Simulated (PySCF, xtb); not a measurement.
quinoxaline (C8H6N2), SMILES c1c2c(ccc1)nccn2.

Harmonic wavenumbers (cm⁻¹) from GFN2-xTB in xtb 6.7.1 at its own minimum, in rising order: 137, 165, 353, 367, 415, 449, 511, 512, 577, 604, 748, 764, 798, 811, 844, 879, 910, 918, 925, 933, 1056, 1079, 1133, 1162, 1193, 1219, 1235, 1300, 1343, 1344, 1403, 1443, 1498, 1549, 1561, 1608, 3050, 3058, 3080, 3088, 3102, 3104.

Question: What does PBE-D3(BJ)/def2-SVP run with PySCF give at its own minimum? (Estimate from the structure and the level; the computed values follow.)

Answer: 162, 179, 390, 403, 467, 491, 522, 529, 595, 645, 755, 758, 811, 827, 853, 896, 933, 960, 964, 993, 1009, 1033, 1101, 1122, 1199, 1234, 1237, 1330, 1365, 1368, 1430, 1464, 1501, 1573, 1580, 1628, 3064, 3079, 3116, 3127, 3138, 3142. Paired by order, the mean absolute difference is 26 cm⁻¹ and the zero-point energies are 74.7 and 75.7 kcal/mol.
